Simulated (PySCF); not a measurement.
F₃Si (SMILES F[Si](F)F), doublet, geometry from GFN2-xTB. Base run: PySCF with TPSS/6-31G**.

Geometry (Å):
```xyz
4

Si     0.2553     0.2433     0.2432
F     -0.6907    -0.7337     1.0681
F     -0.7393     1.0684    -0.6843
F      1.0330    -0.7131    -0.7620
```
Charge 0, spin multiplicity 2.
Orbitals are unrestricted.
All else is at PySCF's defaults.
Base energy -589.14800 Eh.

The base run was repeated with changes; each row names its change, and settings that it needs were set with it.

| change | ΔE vs base (mEh) | SCF cycles | <S^2> |
|---|---|---|---|
| base | 0.000 | 9 | 0.751 |
| level_shift = 0.3 (with mf.max_cycle = 100) | 0.000 | 15 | 0.751 |
| init_guess = atom | 0.000 | 8 | 0.751 |
| diis_space = 4 | 0.000 | 9 | 0.751 |
| init_guess = vsap | 0.000 | 9 | 0.751 |
| solver = newton; init_guess = 1e | 0.000 | - | 0.751 |
| level_shift = 0.1 (with mf.max_cycle = 100) | 0.000 | 10 | 0.751 |
| conv_tol = 1e-12 | 0.000 | 11 | 0.751 |
| conv_tol = 1e-7 | 0.000 | 7 | 0.751 |
| diis_space = 20 | 0.000 | 9 | 0.751 |
| conv_tol_grad = 1e-7 | 0.000 | 11 | 0.751 |
| damp = 0.5; diis_start_cycle = 5 | 0.000 | 10 | 0.751 |
| conv_tol = 1e-6 | 0.000 | 6 | 0.751 |

Open shells are given as the SCF converged; they aren't shown to be the lowest states, and a large step between rows can be another state.
